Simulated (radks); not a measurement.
Ga IX, 23 electrons, occupied as [Ar] 3d4 6p1 (not the ground configuration). All-electron calculation, scalar-relativistic Kohn-Sham, PBEsol, spin-polarised, spherical densities, finite nucleus; open shells are filled with parallel spins first; Fermi nuclear charge, rms radius 3.9973 fm. Program: a radial shooting solver on a logarithmic mesh with Libxc functionals.

Unscreened Slater integrals over Kohn-Sham orbitals (cm^-1). They are taken over the spin-up orbitals.

F0(6p,6p): 46720
F2(6p,6p): 24831
F0(6p,3d): 67009
F2(6p,3d): 8186.3
G1(6p,3d): 2299.0
G3(6p,3d): 2463.1
F0(6p,3p): 66910
F2(6p,3p): 8292.5
G0(6p,3p): 1841.0
G2(6p,3p): 2458.0
F0(6p,3s): 66922
G1(6p,3s): 2138.3
F0(3d,3d): 330310
F2(3d,3d): 163540
F4(3d,3d): 104090
F0(3d,3p): 323250
F2(3d,3p): 157740
G1(3d,3p): 186400
G3(3d,3p): 118130
F0(3d,3s): 324610
G2(3d,3s): 143140
F0(3p,3p): 320380
F2(3p,3p): 161900
F0(3p,3s): 321440
G1(3p,3s): 212930
F0(3s,3s): 322910

Derived for the open shells (J is the average intra-shell exchange parameter used in DFT+U). 3d: Racah B = F2/49 - 5 F4/441 = 2157 cm^-1, C = 35 F4/441 = 8261 cm^-1, C/B = 3.83, F4/F2 = 0.637, J = (F2 + F4)/14 = 19120 cm^-1. 6p: J = F2/5 = 4966 cm^-1.
